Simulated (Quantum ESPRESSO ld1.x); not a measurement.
Q: I IV, 50 electrons, occupied as [Kr] 4d10 5p2 4f2 (not the ground configuration). Method: scalar-relativistic Kohn-Sham, LDA (Slater exchange, Perdew-Zunger correlation), spin-polarised, spherical densities, point nucleus; open shells are filled with parallel spins first; computed with ld1.x of Quantum ESPRESSO 7.5. Some entries of the table are withheld. Estimate them.

| orbital | occ. | eigenvalue (hartree) | <r^2> (bohr^2) | <r> (bohr) |
|---|---|---|---|---|
| 1s up | 1 | -1212.2065 | 0.001006 | 0.02725 |
| 1s down | 1 | -1212.2030 | 0.001006 | 0.02725 |
| 2s up | 1 | -188.4512 | 0.01622 | 0.1173 |
| 2s down | 1 | -188.4497 | 0.01622 | 0.1173 |
| 2p up | 3 | -169.3781 | 0.01283 | 0.1025 |
| 2p down | 3 | -169.3756 | 0.01283 | 0.1025 |
| 3s up | 1 | -39.0503 | 0.1130 | 0.3145 |
| 3s down | 1 | -39.0440 | 0.1130 | 0.3145 |
| 3p up | 3 | -32.8683 | 0.1132 | 0.3124 |
| 3p down | 3 | -32.8617 | 0.1132 | 0.3124 |
| 3d up | 5 | -23.5845 | 0.09863 | 0.2887 |
| 3d down | 5 | -23.5788 | 0.09859 | 0.2886 |
| 4s up | 1 | -7.9028 | 0.6194 | 0.7402 |
| 4s down | 1 | -7.8814 | 0.6179 | 0.7395 |
| 4p up | 3 | -5.9623 | 0.7159 | 0.7924 |
| 4p down | 3 | -5.9384 | 0.7126 | 0.7908 |
| 4d up | 5 | -3.1320 | 0.9890 | 0.9197 |
| 4d down | 5 | -3.0986 | 0.9717 | 0.9126 |
| 5s up | 0 | -1.8424 | 3.675 | 1.812 |
| 5s down | 0 | -1.7264 | 3.623 | 1.797 |
| 5p up | 2 | -1.3856 | 4.837 | 2.077 |
| 5p down | 0 | -1.2621 | 4.875 | 2.080 |
| 5d up | 0 | (1) | 8.774 | (2) |
| 5d down | 0 | (3) | 9.833 | (4) |
| 4f up | 2 | -0.5938 | 6.428 | 2.260 |
| 6p up | 0 | -0.5637 | 20.78 | 4.315 |
| 6p down | 0 | -0.5184 | 23.18 | 4.563 |
| 4f down | 0 | -0.5005 | 7.153 | 2.341 |
| 5f up | 0 | (5) | 34.16 | 5.362 |
| 5f down | 0 | (6) | 39.90 | 5.794 |

A: 
(1) 5d up eigenvalue (hartree): -0.7967
(2) 5d up <r> (bohr): 2.789
(3) 5d down eigenvalue (hartree): -0.6888
(4) 5d down <r> (bohr): 2.943
(5) 5f up eigenvalue (hartree): -0.3134
(6) 5f down eigenvalue (hartree): -0.2904
